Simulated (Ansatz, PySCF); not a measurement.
Pair of molecules: HF (SMILES F) (first 2 atoms) with SO2 (SMILES O=S=O); geometry from B3LYP-D3(BJ)/def2-TZVP, rigid monomers moved along the line of their centres of mass till H2···O3 is 2.12 Å.
(charge 0, multiplicity 1):
```xyz
5

F      0.35084     0.50697    -0.65679
H      0.08404     0.72411     0.21057
O     -0.38522     0.60395     2.27566
S     -0.24356    -0.62915     3.01800
O     -0.58431    -0.61369     4.41075
```

Monomers are frozen at their geometry in the pair; levels with a basis set take the counterpoise correction.

Cores are frozen in the correlated methods. CBS(a, b) extrapolates the correlation energy as X⁻³ and adds the Hartree–Fock energy of set b.

Programs: Ansatz (a quantum-chemistry and plane-wave program); PySCF for the dispersion terms. 

**Question.** Predict the interaction energy from SCS-MP2/aug-cc-pV(D+d)Z.

**Answer.** -3.3 kcal/mol

**Question.** Give the interaction energy at the level B3LYP-D3(BJ)/def2-TZVPPD.

**Answer.** -4.3 kcal/mol

**Question.** Give the interaction energy at the level CCSD(T)/CBS(aug-cc-pV(D+d)Z, aug-cc-pV(T+d)Z).

**Answer.** -4.0 kcal/mol
